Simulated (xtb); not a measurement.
ClHg, doublet, geometry from GFN2-xTB (such geometries of metal compounds can be far from the true shape) (the spin is typed, not shown lowest); GFN2-xTB in xtb.

xtb was given this input:
```
$ xtb mol.xyz --gfn 2 --chrg 0 --uhf 1 --json

# file mol.xyz
2

Hg    -0.00000000    -0.00000000    -0.46000934
Cl     0.00000000     0.00000000     2.16474986
```

Output, abridged:

```
   ID    Z sym.   atoms
    1   80 Hg     1
    2   17 Cl     2

           -------------------------------------------------
          |                Calculation Setup                |
           -------------------------------------------------

           -------------------------------------------------
          |                 G F N 2 - x T B                 |
           -------------------------------------------------

          ...................................................
          :                      SETUP                      :
          :.................................................:
          :  # basis functions                  14          :
          :  # atomic orbitals                  13          :
          :  # shells                            5          :
          :  # electrons                         9          :
          :  max. iterations                   250          :
          :  Hamiltonian                  GFN2-xTB          :
          :  restarted?                      false          :
          :  GBSA solvation                  false          :
          :  PC potential                    false          :
          :  electronic temp.          300.0000000     K    :
          :  accuracy                    1.0000000          :
          :  -> integral cutoff          0.2500000E+02      :
          :  -> integral neglect         0.1000000E-07      :
          :  -> SCF convergence          0.1000000E-05 Eh   :
          :  -> wf. convergence          0.1000000E-03 e    :
          :  Broyden damping             0.4000000          :
          :  net charge                          0          :
          :  unpaired electrons                  1          :
          ...................................................

 iter      E             dE          RMSdq      gap      omega  full diag
   1     -5.3561029 -0.535610E+01  0.149E+01    7.34       0.0  T
   2     -5.3581763 -0.207336E-02  0.904E+00    7.62       1.0  T
   3     -5.3582215 -0.452895E-04  0.181E+00    7.58       1.0  T
   4     -5.3583468 -0.125228E-03  0.512E-01    7.65       1.0  T
   5     -5.3583542 -0.739466E-05  0.432E-02    7.63       1.6  T
   6     -5.3583549 -0.696049E-06  0.139E-02    7.64       5.1  T
   7     -5.3583550 -0.123961E-06  0.614E-03    7.64      11.5  T
   8     -5.3583550 -0.226153E-07  0.459E-03    7.64      15.4  T
   9     -5.3583550 -0.115405E-07  0.894E-05    7.64     790.7  T
  10     -5.3583550 -0.130917E-11  0.199E-05    7.64    3560.4  T

   *** convergence criteria satisfied after 10 iterations ***

         :::::::::::::::::::::::::::::::::::::::::::::::::::::
         ::                     SUMMARY                     ::
         :::::::::::::::::::::::::::::::::::::::::::::::::::::
         :: total energy              -5.358287271221 Eh    ::
         :: gradient norm              0.000000049231 Eh/a0 ::
         :: HOMO-LUMO gap              7.635124597459 eV    ::
         ::.................................................::
         :: SCC energy                -5.358355024626 Eh    ::
         :: -> isotropic ES            0.008313125408 Eh    ::
         :: -> anisotropic ES          0.001039141953 Eh    ::
         :: -> anisotropic XC         -0.000662386236 Eh    ::
         :: -> dispersion             -0.000946156861 Eh    ::
         :: repulsion energy           0.000067753405 Eh    ::
         :: add. restraining           0.000000000000 Eh    ::
         :: total charge               0.000000000000 e     ::
         :::::::::::::::::::::::::::::::::::::::::::::::::::::

           -------------------------------------------------
          |                Property Printout                |
           -------------------------------------------------

    * Orbital Energies and Occupations

         #    Occupation            Energy/Eh            Energy/eV
      -------------------------------------------------------------
         1        2.0000           -1.0569499             -28.7611
         2        2.0000           -0.5081584             -13.8277
         3        2.0000           -0.4358823             -11.8610
         4        2.0000           -0.4358823             -11.8610
         5        1.0000           -0.4034700             -10.9790 (HOMO)
         6                         -0.1228843              -3.3439 (LUMO)
         7                         -0.1228843              -3.3439
         8                          0.0192319               0.5233
         9                          0.0192319               0.5233
        10                          0.0194728               0.5299
        11                          0.0212887               0.5793
        12                          0.0212887               0.5793
        13                          0.0991611               2.6983
      -------------------------------------------------------------
                  HL-Gap            0.2805857 Eh            7.6351 eV
             Fermi-level           -0.3412620 Eh           -9.2862 eV

     #   Z          covCN         q      C6AA      α(0)
     1  80 Hg       0.772     0.149   348.556    36.250
     2  17 Cl       0.772    -0.149   103.657    15.574

 Mol. C6AA /au·bohr⁶  :        826.420888
 Mol. C8AA /au·bohr⁸  :      63531.113649
 Mol. α(0) /au        :         51.824126

Wiberg/Mayer (AO) data.
largest (>0.10) Wiberg bond orders for each atom

 ---------------------------------------------------------------------------
     #   Z sym  total        # sym  WBO       # sym  WBO       # sym  WBO
 ---------------------------------------------------------------------------
     1  80 Hg   0.758 --     2 Cl   0.758
     2  17 Cl   0.758 --     1 Hg   0.758
 ---------------------------------------------------------------------------

Topologies differ in total number of bonds
Writing topology from bond orders to xtbtopo.mol

molecular dipole:
                 x           y           z       tot (Debye)
 q only:        0.000       0.000      -0.741
   full:        0.000       0.000      -0.763       1.938
molecular quadrupole (traceless):
                xx          xy          yy          xz          yz          zz
 q only:        1.194       0.000       1.194       0.000       0.000      -2.388
  q+dip:        1.072       0.000       1.072       0.000       0.000      -2.144
   full:        1.603      -0.000       1.603       0.000       0.000      -3.207

           -------------------------------------------------
          | TOTAL ENERGY               -5.358287271221 Eh   |
          | GRADIENT NORM               0.000000049231 Eh/α |
          | HOMO-LUMO GAP               7.635124597459 eV   |
           -------------------------------------------------

normal termination of xtb
```
